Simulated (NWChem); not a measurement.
A series in which one site is exchanged, each optimised at PBE0/def2-SVP with NWChem, gas phase unless a solvent is named. This build's default masses of Se (78.918 u) and Br (79.917 u) are each other's, which moves their modes by up to 0.6 %. Shieldings are non-relativistic GIAO values without spin-orbit effects.

A: [CH3][GeH2][Br] (CH$_{5}$BrGe; site = Br)
B: [CH3][GeH2][F] (CH$_{5}$FGe; site = F)
C: [GeH3][CH3] (CH₆Ge; site = H)
D: [CH3][GeH2][Cl] (CH5ClGe; site = Cl)

Values for A:

* **dipole (D), PBE0/def2-SVP**: 2.44
* **highest harmonic frequency (cm⁻¹), PBE0/def2-SVP**: 3195
* **13C shift against tetramethylsilane, KT2/pcSseg-1 (ppm)**: 4.0
* **13C shift against tetramethylsilane, PBE/pcSseg-1 (ppm)**: 4.4

Question: How do these values change for the other members?

Answer: 
| change from A | B | C | D |
|---|---|---|---|
| dipole (D), PBE0/def2-SVP | 0.00 | -1.71 | -0.01 |
| highest harmonic frequency (cm⁻¹), PBE0/def2-SVP | -5 | -11 | -1 |
| 13C shift against tetramethylsilane, KT2/pcSseg-1 (ppm) | -3.3 | -12.7 | -1.0 |
| 13C shift against tetramethylsilane, PBE/pcSseg-1 (ppm) | -3.4 | -12.8 | -1.1 |
